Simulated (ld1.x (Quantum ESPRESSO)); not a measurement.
**What one change does to a pseudopotential (S, RRKJ)**

sulfur (S), norm-conserving RRKJ (Kleinman–Bylander form), made with ld1.x (Quantum ESPRESSO) 7.5 (PBE, non-relativistic). Core [Ne], reference 3s2 3p4. Waves: 3p (bound): rc 1.40 bohr; 3s (bound): rc 1.05 bohr. Local part: the s channel. Core correction: none. rho0 = 0.005.

All-electron outer shells of the reference configuration (PBE, non-relativistic, ld1.x):

```tsv
shell	level (eV)	outermost node (bohr)	outermost maximum (bohr)
2p	-156.49	–	0.33
3s	-17.14	0.60	1.42
3p	-7.02	0.58	1.61
```

Change: all radii scaled by about 1.18 (s 1.24, p 1.66 bohr).

Cutoffs: the cutoffs (Ry, on a coarse ladder) from which the occupation-weighted sum of valence levels, in a spherical-Bessel basis at the reference potential, stays within 10 and 1 mRy of its value at 400 Ry; they do not see the model core or the augmentation charge, which bear on the density cutoff. Errors are all-electron minus pseudo energies relative to the spin-unpolarised reference configuration.

Q: Predict the effect on cutoff, ghosts and configuration errors.

A: The potential gets softer (80 Ry and 200 Ry → 45 Ry and 80 Ry); of the 7 tests that both files solve, the error grows in 0 and shrinks in 6 by more than 15 % and 0.3 meV (median size 19.0 → 3.3 meV); neither file shows a bound ghost. A larger radius leaves more room for a smooth pseudo-wave, so fewer plane waves are needed. That the errors move this way runs against the usual rule that smaller radii transfer better.

| quantity | base | changed |
| --- | --- | --- |
| cutoff, loose | 80 Ry | 45 Ry |
| cutoff, tight | 200 Ry | 80 Ry |
| loose cutoff by channel (10 mRy a level) | p 10 Ry, s 60 Ry | p 25 Ry, s 21 Ry |
| bound ghosts | none | none |
| error for 3s2 3p3, meV [ΔE 11.78 eV] | +5.0 | +3.3 |
| error for 3s2 3p2, meV [ΔE 34.08 eV] | +34 | +24 |
| error for 3s2 3p1, meV [ΔE 68.13 eV] | +120 | +90 |
| error for 3s1 3p4, meV [ΔE 22.52 eV] | +19 | +3.1 |
| error for 3s2 3p0, meV [ΔE 114.93 eV] | +333 | +259 |
| error for 3s2 3p4.3, meV [ΔE -1.71 eV] | +0.2 | +0.1 |
| error for 3s2 3p3.5, meV [ΔE 4.67 eV] | +0.9 | +0.6 |
